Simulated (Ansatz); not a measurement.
A nudged elastic band was laid between two geometries of BCl3 + H2 (6 atoms, charge 0, multiplicity 1).

These are results of RKS PBE-D4/def2-SVP in Ansatz, not measurements.

```
movable images  : 6
climbing image  : no
spring          : 5.0 eV/Å²
optimiser       : quadratic models (default)
start path      : through a guess of the saddle point
force threshold : 0.05 eV/Å
iteration limit : 60
end points      : relaxed
```

Image 0:

```xyz
6
Properties=species:S:1:pos:R:3
B -0.011 0.570 0.053
Cl -0.017 0.927 1.770
Cl 1.510 0.425 -0.805
Cl -1.525 0.367 -0.805
H 0.106 -2.640 0.638
H 0.054 -2.320 1.335
```

Image 7:

```xyz
6
Properties=species:S:1:pos:R:3
B 0.022 -0.426 -0.627
Cl 0.004 -0.068 2.582
Cl 1.522 0.418 -0.944
Cl -1.519 0.338 -0.952
H 0.051 -1.580 -0.267
H 0.039 -1.352 2.395
```

Task: Which bonds break or form, and what moves?

Result: Bonds broken: B1–Cl2, H5–H6. Bonds formed: B1–H5, Cl2–H6. BCl3 + H2 becomes BCl2H + ClH.

Task: What energy profile does the band end with?

Result: It converged. The highest image is number 4 of 0 to 7, 123.6 kJ/mol above the first end and 59.0 kJ/mol above the last; the last end lies 64.6 kJ/mol above the first. No image climbed, so the highest image needn't sit at the top of the path. The orbitals stay closed-shell, which can raise the energy where a bond breaks towards radicals; this wasn't checked here.

```
image  path coordinate (Å)  energy (kJ/mol)  B1–Cl2 (Å)  H5–H6 (Å)  B1–H5 (Å)
    0                 0.00              0.0        1.75       0.77       3.27
    1                 0.58              3.5        1.75       0.77       2.76
    2                 1.15             23.4        1.77       0.77       2.22
    3                 1.72             76.6        1.86       0.82       1.63
    4                 2.29            123.6        2.18       1.15       1.29
    5                 2.87             78.8        2.74       1.59       1.22
    6                 3.44             65.8        3.22       2.04       1.21
    7                 4.01             64.6        3.23       2.67       1.21
```

Task: What is the geometry of the highest image?

Result: 
```xyz
6
Properties=species:S:1:pos:R:3:forces:R:3
B 0.018 -0.352 -0.025 0.00 -0.13 -0.20
Cl 0.008 0.110 2.101 0.00 -0.10 0.13
Cl 1.558 0.196 -0.701 0.00 0.03 -0.03
Cl -1.541 0.137 -0.703 0.00 0.03 -0.03
H 0.042 -1.617 0.236 0.00 0.04 -0.06
H 0.033 -1.144 1.278 0.00 0.14 0.19
```

The band took 42 iterations and roughly 8 core-minutes.

The run took 7.9 min on 1 thread of Arm Neoverse V1 (shared host), peak memory 0.14 GiB.
